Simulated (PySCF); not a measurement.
# Shifts of the heteroatoms

Atoms are numbered as in `[CH3:1][O:2][B:3]([O:4][CH3:5])[O:6][CH3:7]`; H(Xn) means a hydrogen on atom n.

No relativistic terms, one averaged value for each set of equivalent atoms, in vacuum, a single conformation. GIAO PBE0/pcSseg-1 shieldings; PBE0-D3(BJ)/def2-SVP structure; J couplings at B3LYP/pcJ-1 (spin–dipole term only in couplings to heteroatoms); PySCF.

Q: What are the ¹⁷O shifts?

A: 
| atoms | environment | σ (ppm) | δ (ppm) |
| --- | --- | --- | --- |
| O2/O4/O6 | oxygen bonded to C, B | 272.1 | 21.4 |

Shieldings were converted by a linear fit to measured shifts: ¹⁷O: δ = 264.06 − 0.892σ (rms 13.4 ppm, 147 shifts, 14.2 ppm with the 1 outlier that the fit left out vs liquid water, solution or neat liquid). A few per cent of atoms miss by over 2 rms, more outside the fitted compound classes. Couplings are scaled by factors fitted to measured values: ²J(H,H) × 0.91 (rms 0.6 Hz); all others are unscaled and can be 10–30 % off.

Couplings (the largest are listed; each averaged over equivalent pairs; quadrupolar broadening usually hides them): ¹J(O2,B3) = -20.6 Hz, ¹J(C1,O2) = 17.0 Hz, ²J(O2,H(C1)) = -5.5 Hz, ³J(C1,O4) = -1.8 Hz.

On a 300 MHz spectrometer ¹⁷O resonates near 40.7 MHz, so 1 ppm is 40.7 Hz.
